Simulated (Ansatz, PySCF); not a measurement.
FH₆NOSi₂, SMILES O[Si@H](F)N[SiH3]. Atoms are numbered in the order given.

```xyz
11

O     -1.9102    -0.7155     1.1950
Si    -0.4637     0.0239     0.8842
F     -0.7419     1.5634     1.3085
N     -0.0356    -0.1211    -0.7778
Si     1.5449    -0.3357    -1.5009
H     -2.0294    -1.6066     0.8481
H      0.6687    -0.4637     1.6972
H     -0.7935     0.0766    -1.4317
H      1.5172    -1.4428    -2.5018
H      2.0272     0.8927    -2.1989
H      2.4877    -0.6790    -0.4021
```
Charge 0, spin multiplicity 1.

Geometry optimised at B3LYP-D3(BJ)/def2-SVP. The structure was generated by enumeration; whether it is a known compound was not checked. Other conformers were not sampled.

Two levels are set side by side: PBE-D3(BJ)/def2-SVP (Ansatz, a program for electronic structure) and B3LYP-D3(BJ)/def2-SVP (Ansatz). Each level has its own optimised geometry; the coordinates shown are those of the second. Frequencies come from the Hessian of PySCF at each geometry. Differences are taken from unrounded values.

```tsv
quantity	B3LYP-D3(BJ)	PBE-D3(BJ)	PBE-D3(BJ) minus B3LYP-D3(BJ)
mean bond length (Å)	1.468	1.480	0.011
bond O1–Si2 (Å)	1.654	1.667	0.013
bond Si2–F3 (Å)	1.621	1.632	0.011
bond Si2–N4 (Å)	1.722	1.733	0.010
bond N4–Si5 (Å)	1.751	1.760	0.009
bond O1–H6 (Å)	0.964	0.972	0.009
bond Si2–H7 (Å)	1.477	1.492	0.015
bond N4–H8 (Å)	1.020	1.027	0.007
bond Si5–H9 (Å)	1.493	1.506	0.013
bond Si5–H10 (Å)	1.493	1.507	0.014
bond Si5–H11 (Å)	1.488	1.501	0.013
highest harmonic wavenumber (cm⁻¹)	3888	3779	-110
mean harmonic wavenumber (cm⁻¹)	1104	1071	-34
zero-point energy (kcal/mol)	42.63	41.33	-1.30
```

GGA bonds tend to be longer and softer than those of functionals with exact exchange. Differences between two approximate levels are no errors against the true value.
